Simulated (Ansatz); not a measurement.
GaSiH$_{6}$Cl, singlet: at a first-order saddle point.

in.yaml

```yaml
crystal:
  periodic: [false, false, false]
  atoms:
    - {symbol: Ga, position_ang: [-0.766859, -0.441989, -1.035837]}
    - {symbol: Si, position_ang: [0.674170, -0.145448, 1.058864]}
    - {symbol: H, position_ang: [0.090935, -1.075068, -2.166274]}
    - {symbol: H, position_ang: [-2.246862, -0.653094, -0.611549]}
    - {symbol: H, position_ang: [0.002763, 1.115833, -0.301810]}
    - {symbol: Cl, position_ang: [-0.560459, 2.011558, -1.392560]}
    - {symbol: H, position_ang: [2.093518, 0.266671, 0.907365]}
    - {symbol: H, position_ang: [0.069270, 0.539716, 2.230303]}
    - {symbol: H, position_ang: [0.643525, -1.618179, 1.311399]}
basis:
  gaussian: {orbitals: STO-3G}
hamiltonian: {xc: hf}
```

Launched with

```bash
ansatz run in.yaml --threads 4 --pin off --events-out ev --progress --plain --max-ram 9574MiB
```

Output of Ansatz 0.2.0:

```
Functional definition: HF
  name "HF"
  cite "Fock, Z. Phys. 61, 126 (1930) doi:10.1007/BF01340294"
  parent pbe
  exchange = exact_x
  correlation = 0
449 factors; integrals over basis functions are off by at most 6.1e-5 eV
mean field evaluation 1: about -71958.2293 eV, gradient 1.5e1 eV
mean field evaluation 2: about -71958.2656 eV, gradient 1.5e1 eV
mean field evaluation 4: about -71959.6912 eV, gradient 1.3e0 eV
mean field evaluation 8: about -71959.7168 eV, gradient 4.0e-3 eV
mean field -71959.71600023 eV, -2644.4707869611 hartree, gradient 3.6e-5 eV, S^2 0.000000; 0 other end points of the search recorded, 0 dependent functions left out
reference -71959.71600023 eV, -2644.4707869611 hartree; 34, 34 occupied and 8, 8 virtual orbitals, 449 factors
Total energy: -71959.71600023 eV, -2644.4707869611 hartree
```

The run took about 0.15 s on 4 CPU threads of an Arm Neoverse V2 (shared host).
